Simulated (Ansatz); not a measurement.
CCl2, SMILES `Cl[C]Cl` (lower singlet) (charge 0, multiplicity 1). This singlet lies 0.90 eV below the relaxed triplet at the level composite: frozen-core CCSD(T) with HF/cc-pVQZ and the correlation energy extrapolated as X^-3 from cc-pVTZ and cc-pVQZ, plus CCSDT(Q) minus CCSD(T) in cc-pVDZ // PBE0-D3(BJ)/def2-TZVP (Ansatz, an electronic-structure program).

Computed with frozen-core CCSDT(Q)/cc-pVDZ // PBE0-D3(BJ)/def2-TZVP (Ansatz).

Ansatz 0.2 input:
```yaml
crystal:
  periodic: [false, false, false]
  atoms:
    - { symbol: Cl, position_ang: [1.394857, -0.327817, -0.000004] }
    - { symbol: C, position_ang: [-0.000402, 0.657337, -0.000001] }
    - { symbol: Cl, position_ang: [-1.394455, -0.329521, 0.000005] }
basis:
  gaussian: { orbitals: cc-pVDZ }
correlation:
  method: ccsdt_q
```

Output:

```
Functional definition: HF
968 factors; integrals over basis functions are off by at most 1.3e-7 eV
mean field evaluation 1: about -26033.2046 eV, gradient 1.9e1 eV
mean field evaluation 2: about -26033.4944 eV, gradient 2.0e1 eV
mean field evaluation 4: about -26034.7713 eV, gradient 2.5e0 eV
mean field evaluation 8: about -26034.8599 eV, gradient 8.7e-2 eV
mean field evaluation 16: about -26033.9263 eV, gradient 1.3e1 eV
mean field -26034.85995594 eV, -956.7634563190 hartree, gradient 4.9e-6 eV, S^2 0.000000; 0 other end points of the search recorded, 0 dependent functions left out; unrestricted orbitals would lower it
11 core orbitals not correlated
reference -26034.85995594 eV, -956.7634563190 hartree; 9, 9 occupied and 30, 30 virtual orbitals, 968 factors
second order -10.52215695 eV of doubles, -0.00000000 eV of singles
cycle   1  -10.99208806 eV  change   -4.7e-1 eV  update   1.1e-1
cycle   2  -11.49731295 eV  change   -5.1e-1 eV  update   6.0e-2
cycle   3  -11.88352033 eV  change   -3.9e-1 eV  update   3.3e-2
cycle   4  -11.84395617 eV  change    4.0e-2 eV  update   1.3e-2
cycle   5  -11.82766320 eV  change    1.6e-2 eV  update   7.1e-3
cycle   6  -11.83669541 eV  change   -9.0e-3 eV  update   3.2e-3
cycle   7  -11.83996635 eV  change   -3.3e-3 eV  update   1.7e-3
cycle   8  -11.83824834 eV  change    1.7e-3 eV  update   7.9e-4
cycle   9  -11.83820847 eV  change    4.0e-5 eV  update   4.7e-4
cycle  10  -11.83872545 eV  change   -5.2e-4 eV  update   2.1e-4
cycle  11  -11.83865432 eV  change    7.1e-5 eV  update   9.4e-5
cycle  12  -11.83879709 eV  change   -1.4e-4 eV  update   4.5e-5
cycle  13  -11.83876017 eV  change    3.7e-5 eV  update   1.5e-5
cycle  14  -11.83875823 eV  change    1.9e-6 eV  update   7.0e-6
cycle  15  -11.83876665 eV  change   -8.4e-6 eV  update   3.2e-6
cycle  16  -11.83876829 eV  change   -1.6e-6 eV  update   1.7e-6
cycle  17  -11.83877044 eV  change   -2.2e-6 eV  update   7.7e-7
cycle  18  -11.83877065 eV  change   -2.1e-7 eV  update   4.1e-7
perturbative correction -0.03314687 eV, -0.0012181252 hartree
Total energy: -26046.73187347 eV, -957.1997412410 hartree
```
